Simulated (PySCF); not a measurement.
## Energy profile

The step: SiH₂SF₂ ([F][SiH]([F])[SH]) → SiF₂ + H₂S; bonds formed: S2–H3; bonds broken: Si1–S2, Si1–H3 (atoms numbered as in the saddle structure below).

```xyz
6
angstrom
Si -0.4105 0.8185 -0.1914
S 0.5692 -1.4085 -0.2813
H 0.8679 0.1382 -0.9221
F -0.5362 1.0240 1.3849
F -1.8747 0.4737 -0.7145
H 1.3843 -1.0460 0.7245
```

Electronic energies by CCSD(T) at an estimated basis limit (MP2 extrapolated from triple and quadruple zeta, plus CCSD(T) − MP2 in triple zeta), on PBE0-D4/def2-TZVP structures; SiH2SF2, singlet; no counterpoise correction. Computed with PySCF 2.14 with density fitting (its default auxiliary sets; JK sets also for MP2 and CCSD(T)) (basis: def2-TZVPP and def2-QZVPP); correlated methods freeze the cores. Extrapolation: Hartree–Fock as exp(−7.88 √X), correlation as X^−2.97.

Task: Give the profile in eV, counted from the start structure. (To be estimated.)

Result: By the calculation:
```tsv
point	eV
start structure	0.000
saddle	3.096
end structure	1.943
separated: SiF2 (linked as [F][Si][F]; Si1, F4, F5; singlet) + H2S (S2, H3, H6; singlet)	2.121
```

No T1 diagnostic of these runs exceeds 0.016. The restricted Hartree–Fock reference is unstable towards an unrestricted one at one or more of these structures.

Losses and insertions of silylenes and their heavier kin drive the gas-phase chemistry of silicon and germanium vapour deposition.

For scale, one of the runs: CCSD(T)/def2-TZVPP, 174 basis functions, launched by `OMP_NUM_THREADS=4 python run.py`. Time: 3.7 min of wall clock on 4 CPU threads of an Arm Neoverse V2; the host was shared. Peak host memory: 1.8 GiB.
